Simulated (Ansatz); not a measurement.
Relaxation of CH4F2Si (8 atoms, charge 0, multiplicity 1), to a largest force component of 0.02 eV/Å in at most 40 steps.

Method: Ansatz, RKS B3LYP-D4/STO-3G.

```xyz
8
Properties=species:S:1:pos:R:3
Si 0.000 0.000 0.000
F 0.000 0.000 1.590
C 1.763 0.000 -0.623
H 2.111 -1.046 -0.751
H 1.812 0.528 -1.598
H 2.415 0.519 0.111
H -0.688 1.191 -0.486
F -0.749 -1.297 -0.529
```

**Question.** Where does it end, and by what steps?

**Answer.** The forces met the threshold. The force dipped under the threshold on the way, but the program's further checks kept it going. Limits of this set-up: minimal basis. After 12 steps the energy has fallen by 0.132 eV; H6 moved furthest, 0.38 Å.

| step | energy less start (eV) | largest force component (eV/Å) | accepted |
| --- | --- | --- | --- |
| 0 | 0.0000 | 1.794 | yes |
| 1 | -0.0889 | 0.975 | yes |
| 2 | -0.1200 | 0.194 | yes |
| 3 | -0.1225 | 0.091 | yes |
| 4 | -0.1239 | 0.030 | yes |
| 5 | -0.1270 | 0.094 | yes |
| 6 | -0.1032 | 0.753 | no |
| 7 | -0.1288 | 0.117 | yes |
| 8 | -0.1294 | 0.217 | yes |
| 9 | -0.1307 | 0.068 | yes |
| 10 | -0.1312 | 0.004 | yes |
| 11 | -0.1315 | 0.009 | yes |
| 12 | -0.1315 | 0.016 | yes |

```xyz
8
Properties=species:S:1:pos:R:3
Si -0.001 0.020 -0.001
F -0.044 -0.275 1.609
C 1.771 0.002 -0.627
H 2.267 -0.956 -0.427
H 1.804 0.176 -1.710
H 2.363 0.792 -0.147
H -0.623 1.307 -0.278
F -0.872 -1.174 -0.706
```

Time of the run: 20 s on 1 thread of Arm Neoverse V1, with other jobs on the host, peak memory 0.11 GiB.
